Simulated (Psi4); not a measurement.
N2O, charge -1, doublet, geometry from GFN2-xTB (a state made from the parent by changing its charge; the spin is typed, not shown lowest) (a gas-phase anion, which may not be bound at this level); WB97X/def2-SVPD (Psi4 1.11).

Input for Psi4:
```
memory 2 GB

molecule mol {
-1 2
N    -1.180458    0.149650   -0.080204
N    -0.088954   -0.306126    0.078258
O     1.110735    0.136916    0.001703
}

set {
  basis def2-svpd
  reference uks
}

energy('wb97x')
print_variables()
```

Task: What does Psi4 print? Leave out banner, timings and long lists.

Result: 
```
   => Loading Basis Set <=

    Name: DEF2-SVPD
    Role: ORBITAL
    Keyword: BASIS

         ---------------------------------------------------------
                                   SCF
               by Justin Turney, Rob Parrish, Andy Simmonett
                          and Daniel G. A. Smith
                              UKS Reference
         ---------------------------------------------------------

  ==> Geometry <==

    Molecular point group: cs
    Full point group: Cs

    Geometry (in Angstrom), charge = -1, multiplicity = 2:

       Center              X                  Y                   Z               Mass
    ------------   -----------------  -----------------  -----------------  -----------------
         N            0.165249686776     1.180888066892     0.000000000000    14.003074004430
         N           -0.315930924224     0.088785430125     0.000000000000    14.003074004430
         O            0.131916960437    -1.111561540844     0.000000000000    15.994914619570

  Running in cs symmetry.

  Rotational constants: A =      8.18963  B =      0.42785  C =      0.40661 [cm^-1]
  Rotational constants: A = 245518.86915  B =  12826.73318  C =  12189.89213 [MHz]
  Nuclear repulsion =   57.783139399665089

  Charge       = -1
  Multiplicity = 2
  Electrons    = 23
  Nalpha       = 12
  Nbeta        = 11

  ==> Algorithm <==

  SCF Algorithm Type is DF.
  DIIS enabled.
  MOM disabled.
  Fractional occupation disabled.
  Guess Type is SAD.
  Energy threshold   = 1.00e-06
  Density threshold  = 1.00e-06
  Integral threshold = 1.00e-12

  ==> Primary Basis <==

  Basis Set: DEF2-SVPD
    Blend: DEF2-SVPD
    Number of shells: 25
    Number of basis functions: 63
    Number of Cartesian functions: 69
    Spherical Harmonics?: true
    Max angular momentum: 2

  ==> DFT Potential <==

   => LibXC <=

    Version 7.1.2
    S. Lehtola, C. Steigemann, M. J. T. Oliveira, and M. A. L. Marques,  SoftwareX 7, 1–5 (2018) (10.1016/j.softx.2017.11.002)

   => Composite Functional: WB97X <=

    wB97X Hyb-GGA Exchange-Correlation Functional

    J.-D. Chai and M. Head-Gordon,  J. Chem. Phys. 128, 084106 (2008) (10.1063/1.2834918)

    Deriv               =              1
    GGA                 =           TRUE
    Meta                =          FALSE

    Exchange Hybrid     =           TRUE
    MP2 Hybrid          =          FALSE

   => Exchange-Correlation Functionals <=

    1.0000   wB97X range-separated functional

   => Exact (HF) Exchange <=

    0.8423            HF,LR [omega = 0.3000]
    0.1577               HF

   => LibXC Density Thresholds  <==

    XC_HYB_GGA_XC_WB97X:  1.00E-14

   => Molecular Quadrature <=

    Radial Scheme          =       TREUTLER
    Pruning Scheme         =           NONE
    Nuclear Scheme         =       TREUTLER

    Blocking Scheme        =         OCTREE
    BS radius alpha        =              1
    Pruning alpha          =              1
    Radial Points          =             75
    Spherical Points       =            302
    Total Points           =          66326
    Total Blocks           =            570
    Max Points             =            256
    Max Functions          =             63
    Weights Tolerance      =       1.00E-15

   => Loading Basis Set <=

    Name: (DEF2-SVPD AUX)
    Role: JKFIT
    Keyword: DF_BASIS_SCF

  ==> Integral Setup <==

  SCF_SUBTYPE=INCORE selected. In-core MEM_DF algorithm will be used.
  Using in-core AOs.

  ==> MemDFJK: Density-Fitted J/K Matrices <==

    J tasked:                   Yes
    K tasked:                   Yes
    wK tasked:                  Yes
    Omega:                3.000E-01
    Algorithm:                 Core
    Schwarz Cutoff:           1E-12
    Mask sparsity (%):       0.0504
    Fitting Condition:        1E-10

   => Auxiliary Basis Set <=

  Basis Set: (DEF2-SVPD AUX)
    Blend: DEF2-UNIVERSAL-JKFIT
    Number of shells: 75
    Number of basis functions: 231
    Number of Cartesian functions: 279
[...]
   -------------------------
    Total      63      63
   -------------------------

  ==> Iterations <==

                           Total Energy        Delta E     RMS |[F,P]|

   @DF-UKS iter SAD:  -183.69597309294869   -1.83696e+02   0.00000e+00
   @DF-UKS iter   1:  -184.32262966719182   -6.26657e-01   1.23198e-02 ADIIS/DIIS
   @DF-UKS iter   2:  -184.32687979471677   -4.25013e-03   1.35244e-02 ADIIS/DIIS
   @DF-UKS iter   3:  -184.47221218527750   -1.45332e-01   1.79414e-03 ADIIS/DIIS
   @DF-UKS iter   4:  -184.47517010934396   -2.95792e-03   5.68518e-04 ADIIS/DIIS
   @DF-UKS iter   5:  -184.47551193095487   -3.41822e-04   4.79088e-04 ADIIS/DIIS
   @DF-UKS iter   6:  -184.47579674425609   -2.84813e-04   1.16138e-04 ADIIS/DIIS
   @DF-UKS iter   7:  -184.47588466507327   -8.79208e-05   7.39897e-05 DIIS
   @DF-UKS iter   8:  -184.47595109731370   -6.64322e-05   3.56656e-05 DIIS
   @DF-UKS iter   9:  -184.47597106643448   -1.99691e-05   1.51806e-05 DIIS
   @DF-UKS iter  10:  -184.47597444688012   -3.38045e-06   6.98423e-06 DIIS
   @DF-UKS iter  11:  -184.47597508565008   -6.38770e-07   3.52134e-06 DIIS
   @DF-UKS iter  12:  -184.47597525705558   -1.71406e-07   1.71954e-06 DIIS
   @DF-UKS iter  13:  -184.47597529787387   -4.08183e-08   7.62689e-07 DIIS
  Energy and wave function converged.

  ==> Post-Iterations <==

   Electrons on quadrature grid:
      Nalpha   =   11.9999994359 ; deviation = -5.641e-07
      Nbeta    =   10.9999995136 ; deviation = -4.864e-07
      Ntotal   =   22.9999989495 ; deviation = -1.050e-06

   @Spin Contamination Metric:   6.423549713E-03
   @S^2 Expected:                7.500000000E-01
   @S^2 Observed:                7.564235497E-01
   @S   Expected:                5.000000000E-01
   @S   Observed:                5.000000000E-01

    Orbital Energies [Eh]
    ---------------------

    Alpha Occupied:

[...]
    Alpha Virtual:

[...]
    Beta Occupied:

[...]
    Beta Virtual:

[...]
      44Ap     4.297881

    Final Occupation by Irrep:
             Ap   App
    DOCC [     9,    2 ]
    SOCC [     1,    0 ]
    NA   [    10,    2 ]
    NB   [     9,    2 ]

  @DF-UKS Final Energy:  -184.47597529787387

   => Energetics <=

    Nuclear Repulsion Energy =             57.7831393996650888
    One-Electron Energy =                -372.0618552911349752
    Two-Electron Energy =                 145.7901805226906617
    DFT Exchange-Correlation Energy =     -15.9874399290946236
    Empirical Dispersion Energy =           0.0000000000000000
    VV10 Nonlocal Energy =                  0.0000000000000000
    Total Energy =                       -184.4759752978738732

  UHF NO Occupations:
  HONO-2 :    2App 1.9996161
  HONO-1 :    9 Ap 1.9979463
  HONO-0 :   10 Ap 1.0000000
  LUNO+0 :   11 Ap 0.0020537
  LUNO+1 :    3App 0.0003839
  LUNO+2 :   12 Ap 0.0003788
  LUNO+3 :   13 Ap 0.0002824

Computation Completed

Properties will be evaluated at   0.000000,   0.000000,   0.000000 [a0]

Properties computed using the SCF density matrix

 Multipole Moments:

 ------------------------------------------------------------------------------------
     Multipole            Electronic (a.u.)      Nuclear  (a.u.)        Total (a.u.)
 ------------------------------------------------------------------------------------

 L = 1.  Multiply by 2.5417464519 to convert [e a0] to [Debye]
 Dipole X            :         -0.1906960            0.0010715           -0.1896245
 Dipole Y            :          0.0787283           -0.0090288            0.0696995
 Dipole Z            :          0.0000000            0.0000000            0.0000000
 Magnitude           :                                                    0.2020284

 ------------------------------------------------------------------------------------

  Variable Map:
  ----------------------------------------------------------------------------
[...]
  Array Variable Map:
  ----------------------------------------------------------------------------
[...]
[...]
```
